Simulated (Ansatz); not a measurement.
The inner images of a band of C2H6AlN (10 atoms, charge 0, multiplicity 1) are given out of order.

Method: RKS LDA/6-31G* in Ansatz.

First end point:

```xyz
10
Properties=species:S:1:pos:R:3
C -1.359 1.349 -0.217
Al 0.267 0.283 -0.234
C 0.583 -1.500 0.560
N 1.747 -2.033 0.429
H -1.239 2.313 -0.742
H -1.683 1.566 0.820
H -2.197 0.805 -0.694
H 1.653 0.731 -0.936
H -0.144 -2.122 1.125
H 2.372 -1.392 -0.111
```

Last end point:

```xyz
10
Properties=species:S:1:pos:R:3
C -1.304 1.027 -0.304
Al 0.109 0.368 0.899
C 1.069 -1.071 -0.196
N 1.644 -1.902 -0.790
H -0.897 1.489 -1.221
H -1.889 1.807 0.220
H -2.014 0.233 -0.598
H 1.423 1.285 1.144
H -0.298 -0.612 2.124
H 2.157 -2.623 -1.278
```

Task: Put them in order from the first end to the last, with their energies above the first end.
A.
```xyz
10
Properties=species:S:1:pos:R:3
C -1.360 1.097 -0.389
Al 0.468 0.610 0.065
C 0.895 -1.236 0.653
N 1.351 -2.302 0.097
H -1.400 1.764 -1.270
H -1.814 1.662 0.450
H -2.005 0.222 -0.582
H 1.636 1.717 0.143
H 0.677 -1.386 1.742
H 1.552 -2.149 -0.910
```
B.
```xyz
10
Properties=species:S:1:pos:R:3
C -1.441 1.003 -0.323
Al 0.363 0.677 0.339
C 1.088 -1.084 -0.023
N 1.480 -2.231 0.050
H -1.417 1.538 -1.291
H -2.012 1.629 0.386
H -2.000 0.062 -0.467
H 1.569 1.701 0.577
H 0.467 -0.576 1.499
H 1.903 -2.720 -0.748
```
C.
```xyz
10
Properties=species:S:1:pos:R:3
C -1.352 1.029 -0.319
Al 0.162 0.453 0.801
C 1.100 -1.062 -0.205
N 1.653 -1.980 -0.680
H -1.043 1.711 -1.130
H -2.076 1.576 0.315
H -1.899 0.181 -0.769
H 1.454 1.413 0.977
H -0.142 -0.534 2.054
H 2.143 -2.787 -1.043
```
D.
```xyz
10
Properties=species:S:1:pos:R:3
C -1.423 1.004 -0.325
Al 0.283 0.614 0.565
C 1.136 -1.043 -0.184
N 1.573 -2.133 -0.296
H -1.322 1.624 -1.233
H -2.072 1.551 0.384
H -1.961 0.078 -0.596
H 1.508 1.653 0.706
H 0.224 -0.483 1.782
H 2.054 -2.865 -0.802
```
E.
```xyz
10
Properties=species:S:1:pos:R:3
C -1.323 1.245 -0.298
Al 0.420 0.467 0.079
C 0.671 -1.363 0.773
N 1.435 -2.138 0.083
H -1.267 2.081 -1.018
H -1.809 1.626 0.620
H -2.005 0.479 -0.713
H 1.806 1.088 -0.456
H 0.140 -1.872 1.603
H 1.934 -1.613 -0.672
```

Result: E (+5.2 kJ/mol), A (+16.1 kJ/mol), B (+76.2 kJ/mol), D (+56.7 kJ/mol), C (+42.0 kJ/mol).

Run time: 2.6 min on 1 thread of Intel(R) Xeon(R) Platinum 8488C (Sapphire Rapids), on a shared host, peak memory 0.17 GiB.
